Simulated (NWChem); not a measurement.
System: C2H8Si2; SMILES [SiH3]C(=C)[SiH3]

NWChem input:

```
start job
memory heap 200 mb stack 900 mb global 1100 mb
geometry units angstroms noautoz
  C      0.000000     0.000000     1.782626
  C      0.000000     0.000000     0.436015
  Si    -1.638823     0.000000    -0.485092
  Si     1.638823     0.000000    -0.485092
  H      0.919289     0.000000     2.370445
  H     -0.919289     0.000000     2.370445
  H     -1.757168     1.200026    -1.359374
  H     -2.760212     0.000000     0.494377
  H     -1.757168    -1.200026    -1.359374
  H      2.760212     0.000000     0.494377
  H      1.757168    -1.200026    -1.359374
  H      1.757168     1.200026    -1.359374
end
basis spherical
  * library def2-tzvp
end
dft
  xc r2scan
  iterations 150
  semidirect filesize 400000000
  mulliken
end
task dft energy
```

Excerpt of the output:

```
             Northwest Computational Chemistry Package (NWChem) 7.3.0
             --------------------------------------------------------

 C2V symmetry detected

                             Geometry "geometry" -> ""
                             -------------------------

 Output coordinates in angstroms (scale by  1.889725989 to convert to a.u.)

  No.       Tag          Charge          X              Y              Z
 ---- ---------------- ---------- -------------- -------------- --------------
    1 C                    6.0000     0.00000000     0.00000000     1.78217979
    2 C                    6.0000     0.00000000     0.00000000     0.43556879
    3 Si                  14.0000    -1.63882300     0.00000000    -0.48553821
    4 Si                  14.0000     1.63882300     0.00000000    -0.48553821
    5 H                    1.0000     0.91928900     0.00000000     2.36999879
    6 H                    1.0000    -0.91928900     0.00000000     2.36999879
    7 H                    1.0000    -1.75716800     1.20002600    -1.35982021
    8 H                    1.0000    -2.76021200     0.00000000     0.49393079
    9 H                    1.0000    -1.75716800    -1.20002600    -1.35982021
   10 H                    1.0000     2.76021200     0.00000000     0.49393079
   11 H                    1.0000     1.75716800    -1.20002600    -1.35982021
   12 H                    1.0000     1.75716800     1.20002600    -1.35982021

 Effective nuclear repulsion energy (a.u.)     200.2616277109

      Symmetry information
      --------------------

 Group name             C2v
 Group number             16
 Group order               4
 No. of unique centers     6

                                 NWChem DFT Module
                                 -----------------

 Summary of "ao basis" -> "ao basis" (spherical)
 ------------------------------------------------------------------------------
       Tag                 Description            Shells   Functions and Types
 ---------------- ------------------------------  ------  ---------------------
 C                         def2-tzvp                11       31   5s3p2d1f
 Si                        def2-tzvp                13       37   5s5p2d1f
 H                         def2-tzvp                 4        6   3s1p

      Symmetry analysis of basis
      --------------------------

        a1         69
        a2         26
        b1         55
        b2         34

            General Information
            -------------------
          SCF calculation type: DFT
          Wavefunction type:  closed shell.
          No. of atoms     :    12
          No. of electrons :    48
           Alpha electrons :    24
            Beta electrons :    24
          Charge           :     0
          Spin multiplicity:     1
          Use of symmetry is: on ; symmetry adaption is: on
          Maximum number of iterations: 150
          AO basis - number of functions:   184
                     number of shells:    80
          Convergence on energy requested:  1.00D-06
          Convergence on density requested:  1.00D-05
          Convergence on gradient requested:  5.00D-04

              XC Information
              --------------
                      r^2SCAN Method XC Functional
               r^2SCAN metaGGA Exchange Functional  1.000
                     r^2SCAN Correlation Potential  1.000

             Grid Information
             ----------------
          Grid used for XC integration:  medium
          Radial quadrature: Mura-Knowles
          Angular quadrature: Lebedev.
          Tag              B.-S. Rad. Rad. Pts. Rad. Cut. Ang. Pts.
          ---              ---------- --------- --------- ---------
          C                   0.70       49          11.0       434
          Si                  1.10       88          12.0       590
          H                   0.35       45          13.0       434
          Grid pruning is: on
          Number of quadrature shells:   321
          Spatial weights used:  Erf1

      Superposition of Atomic Density Guess
      -------------------------------------

 Sum of atomic energies:        -657.01195100

      Non-variational initial energy
      ------------------------------

 Total energy =    -658.915804
 1-e energy   =   -1303.924464
 2-e energy   =     444.747032
 HOMO         =      -0.330033
 LUMO         =      -0.034071

      Symmetry analysis of molecular orbitals - initial
      -------------------------------------------------

  Numbering of irreducible representations:

     1 a1          2 a2          3 b1          4 b2

  Orbital symmetries:

     1 b1          2 a1          3 a1          4 a1          5 a1
     6 b1          7 a1          8 b1          9 a1         10 b1
    11 b2         12 a2         13 a1         14 a1         15 b1
    16 a1         17 b1         18 a1         19 b2         20 a1
    21 a2         22 b1         23 b2         24 b1         25 b2
    26 a1         27 a1         28 b1         29 a1         30 a2
    31 b2         32 b1         33 a1         34 b1

------------------------------------------------------------
EAF file 0: "./job.aoints.0" size=186122240 bytes
------------------------------------------------------------
               write      read    awrite     aread      wait
               -----      ----    ------     -----      ----
     calls:      355         0         0         0         0
   data(b): 1.86e+08  0.00e+00  0.00e+00  0.00e+00
   time(s): 0.00e+00  0.00e+00  0.00e+00  0.00e+00  0.00e+00
rate(mb/s): 0.00e+00  0.00e+00
------------------------------------------------------------

     ---------------------------------------------
      Total Density - Mulliken Population Analysis
     ---------------------------------------------

    Atom       Charge   Shell Charges
 -----------   ------   -------------------------------------------------------
    1 C    6     6.29   0.86  1.12  0.57  0.67  0.13  1.18  1.26  0.45  0.02  0.05  0.01
    2 C    6     6.33   0.86  1.12  0.57  0.68  0.09  1.21  1.47  0.27  0.01  0.05  0.01
    3 Si  14    13.70   2.00  0.59  1.39  0.88  0.47  4.11  1.73  0.52  1.32  0.48  0.09  0.11  0.02
    4 Si  14    13.70   2.00  0.59  1.39  0.88  0.47  4.11  1.73  0.52  1.32  0.48  0.09  0.11  0.02
    5 H    1     0.85   0.24  0.45  0.14  0.02
    6 H    1     0.85   0.24  0.45  0.14  0.02
    7 H    1     1.04   0.23  0.54  0.27  0.01
    8 H    1     1.04   0.23  0.54  0.26  0.01
    9 H    1     1.04   0.23  0.54  0.27  0.01
   10 H    1     1.04   0.23  0.54  0.26  0.01
   11 H    1     1.04   0.23  0.54  0.27  0.01
   12 H    1     1.04   0.23  0.54  0.27  0.01

   convergence    iter        energy       DeltaE   RMS-Dens  Diis-err
 ---------------- ----- ----------------- --------- --------- ---------
 d= 0,ls=0.0,diis     1   -659.8749466873 -8.60D+02  2.46D-03  6.95D-01
 d= 0,ls=0.0,diis     2   -659.9028874802 -2.79D-02  1.62D-03  5.99D-02
 d= 0,ls=0.0,diis     3   -659.8946823331  8.21D-03  9.46D-04  1.28D-01
 d= 0,ls=0.0,diis     4   -659.9103594824 -1.57D-02  2.76D-04  6.63D-03
 d= 0,ls=0.0,diis     5   -659.9112956180 -9.36D-04  7.74D-05  6.15D-04
  Resetting Diis
 d= 0,ls=0.0,diis     6   -659.9113825972 -8.70D-05  1.95D-05  3.06D-05
 d= 0,ls=0.0,diis     7   -659.9113869829 -4.39D-06  3.95D-06  2.64D-07
 d= 0,ls=0.0,diis     8   -659.9113869881 -5.22D-09  1.88D-06  1.82D-07

         Total DFT energy =     -659.911386988114
      One electron energy =    -1308.205876780577
           Coulomb energy =      503.577278366418
    Exchange-Corr. energy =      -55.544416284820
 Nuclear repulsion energy =      200.261627710866

 Numeric. integr. density =       48.000027429887

                  Occupations of the irreducible representations
                  ----------------------------------------------

                     irrep           alpha         beta
                     --------     --------     --------
                     a1               11.0         11.0
                     a2                2.0          2.0
                     b1                8.0          8.0
                     b2                3.0          3.0

                       DFT Final Molecular Orbital Analysis
                       ------------------------------------

 Vector   22  Occ=2.000000D+00  E=-3.153208D-01  Symmetry=b1
              MO Center= -7.9D-13, -2.1D-13, -1.3D-01, r^2= 7.0D+00
   Bfn.  Coefficient  Atom+Function         Bfn.  Coefficient  Atom+Function
  ----- ------------  ---------------      ----- ------------  ---------------
   156      0.191614   8 H  s               168     -0.191614  10 H  s
    79      0.184069   3 Si pz              116     -0.184069   4 Si pz
   157      0.118948   8 H  s               169     -0.118948  10 H  s
   155      0.115307   8 H  s               167     -0.115307  10 H  s
   150     -0.097164   7 H  s               162     -0.097164   9 H  s

 Vector   23  Occ=2.000000D+00  E=-2.733579D-01  Symmetry=b1
              MO Center= -4.2D-15,  1.6D-15,  4.9D-01, r^2= 3.6D+00
   Bfn.  Coefficient  Atom+Function         Bfn.  Coefficient  Atom+Function
  ----- ------------  ---------------      ----- ------------  ---------------
    37      0.280989   2 C  px               40      0.245362   2 C  px
    77     -0.189544   3 Si px              114     -0.189544   4 Si px
   138     -0.137483   5 H  s               144      0.137483   6 H  s
     6     -0.118251   1 C  px               79     -0.100237   3 Si pz
   116      0.100237   4 Si pz              139     -0.096880   5 H  s

 Vector   24  Occ=2.000000D+00  E=-2.659355D-01  Symmetry=b2
              MO Center= -3.2D-14, -1.5D-14,  6.0D-01, r^2= 3.5D+00
   Bfn.  Coefficient  Atom+Function         Bfn.  Coefficient  Atom+Function
  ----- ------------  ---------------      ----- ------------  ---------------
     7      0.264843   1 C  py               10      0.245724   1 C  py
    38      0.242750   2 C  py               41      0.226920   2 C  py
    13      0.153322   1 C  py               44      0.104380   2 C  py
   150     -0.088351   7 H  s               162      0.088351   9 H  s
   174      0.088351  11 H  s               180     -0.088351  12 H  s

 Vector   25  Occ=0.000000D+00  E=-6.529157D-02  Symmetry=b2
              MO Center=  2.8D-14, -1.4D-15,  9.4D-01, r^2= 3.1D+00
   Bfn.  Coefficient  Atom+Function         Bfn.  Coefficient  Atom+Function
  ----- ------------  ---------------      ----- ------------  ---------------
    13      0.467565   1 C  py               44     -0.393682   2 C  py
     7      0.314303   1 C  py               10      0.307646   1 C  py
    38     -0.249514   2 C  py               41     -0.244588   2 C  py
   151      0.123179   7 H  s               163     -0.123179   9 H  s
   175     -0.123179  11 H  s               181      0.123179  12 H  s

 Vector   26  Occ=0.000000D+00  E= 2.509295D-03  Symmetry=a1
              MO Center=  2.1D-13,  2.1D-15, -6.9D-01, r^2= 7.3D+00
   Bfn.  Coefficient  Atom+Function         Bfn.  Coefficient  Atom+Function
  ----- ------------  ---------------      ----- ------------  ---------------
    36      1.598737   2 C  s                80     -0.821674   3 Si px
   117      0.821674   4 Si px              157     -0.414666   8 H  s
   169     -0.414666  10 H  s                45     -0.324767   2 C  pz
    14      0.288592   1 C  pz               77     -0.250678   3 Si px
   114      0.250678   4 Si px              139     -0.214931   5 H  s

 Vector   27  Occ=0.000000D+00  E= 4.462534D-03  Symmetry=a1
              MO Center=  1.9D-13, -2.2D-14, -4.8D-01, r^2= 6.1D+00
   Bfn.  Coefficient  Atom+Function         Bfn.  Coefficient  Atom+Function
  ----- ------------  ---------------      ----- ------------  ---------------
    82      0.797688   3 Si pz              119      0.797688   4 Si pz
   157     -0.657863   8 H  s               169     -0.657863  10 H  s
   151      0.344623   7 H  s               163      0.344623   9 H  s
   175      0.344623  11 H  s               181      0.344623  12 H  s
     5     -0.324599   1 C  s                67      0.276882   3 Si s

------------------------------------------------------------
EAF file 0: "./job.aoints.0" size=244842496 bytes
------------------------------------------------------------
               write      read    awrite     aread      wait
               -----      ----    ------     -----      ----
     calls:      467         7         0      3262      3262
   data(b): 2.45e+08  3.67e+06  0.00e+00  1.71e+09
   time(s): 0.00e+00  0.00e+00  0.00e+00  0.00e+00  0.00e+00
rate(mb/s): 0.00e+00  0.00e+00
------------------------------------------------------------

     ---------------------------------------------
      Total Density - Mulliken Population Analysis
     ---------------------------------------------

    Atom       Charge   Shell Charges
 -----------   ------   -------------------------------------------------------
    1 C    6     6.22   0.86  1.12  0.54  0.64  0.11  1.27  1.20  0.42  0.02  0.04  0.01
    2 C    6     6.22   0.86  1.12  0.51  0.73  0.08  1.25  1.36  0.25  0.01  0.05  0.01
    3 Si  14    13.78   2.00  0.57  1.39  0.87  0.44  4.13  1.69  0.60  1.44  0.36  0.12  0.14  0.02
    4 Si  14    13.78   2.00  0.57  1.39  0.87  0.44  4.13  1.69  0.60  1.44  0.36  0.12  0.14  0.02
    5 H    1     0.88   0.27  0.49  0.09  0.02
    6 H    1     0.88   0.27  0.49  0.09  0.02
    7 H    1     1.04   0.25  0.55  0.23  0.01
    8 H    1     1.05   0.25  0.56  0.24  0.01
    9 H    1     1.04   0.25  0.55  0.23  0.01
   10 H    1     1.05   0.25  0.56  0.24  0.01
   11 H    1     1.04   0.25  0.55  0.23  0.01
   12 H    1     1.04   0.25  0.55  0.23  0.01

     -------------------------------------------
      Total Density - Lowdin Population Analysis
     -------------------------------------------

    Atom       Charge   Shell Charges
 -----------   ------   -------------------------------------------------------
    1 C    6     6.18   0.91  1.04  0.38  0.36  0.18  1.09  1.30  0.62  0.02  0.26  0.03
    2 C    6     6.42   0.91  1.04  0.36  0.35  0.21  1.09  1.39  0.74  0.02  0.30  0.03
    3 Si  14    13.71   2.00  0.84  1.09  0.53  0.32  3.86  1.87  0.71  1.24  0.67  0.12  0.38  0.08
    4 Si  14    13.71   2.00  0.84  1.09  0.53  0.32  3.86  1.87  0.71  1.24  0.67  0.12  0.38  0.08
    5 H    1     0.88   0.26  0.40  0.17  0.06
    6 H    1     0.88   0.26  0.40  0.17  0.06
    7 H    1     1.04   0.25  0.47  0.29  0.02
    8 H    1     1.03   0.25  0.47  0.29  0.02
    9 H    1     1.04   0.25  0.47  0.29  0.02
   10 H    1     1.03   0.25  0.47  0.29  0.02
   11 H    1     1.04   0.25  0.47  0.29  0.02
   12 H    1     1.04   0.25  0.47  0.29  0.02

     Multipole analysis of the density
     ---------------------------------

     L   x y z        total         alpha         beta         nuclear
     -   - - -        -----         -----         ----         -------
     0   0 0 0     -0.000000    -24.000000    -24.000000     48.000000

     1   1 0 0     -0.000000     -0.000000     -0.000000      0.000000
     1   0 1 0     -0.000000     -0.000000     -0.000000      0.000000
     1   0 0 1      0.336198      0.168099      0.168099     -0.000000

     2   2 0 0    -32.510238   -202.805779   -202.805779    373.101320
     2   1 1 0      0.000000      0.000000      0.000000      0.000000
     2   1 0 1      0.000000      0.000000      0.000000      0.000000
     2   0 2 0    -33.050098    -26.810160    -26.810160     20.570222
     2   0 1 1     -0.000000     -0.000000     -0.000000      0.000000
     2   0 0 2    -30.695192    -97.329240    -97.329240    163.963288
```

Level: r2SCAN/def2-TZVP. All runs use the structure optimised with B3LYP/6-31G* (spherical d).
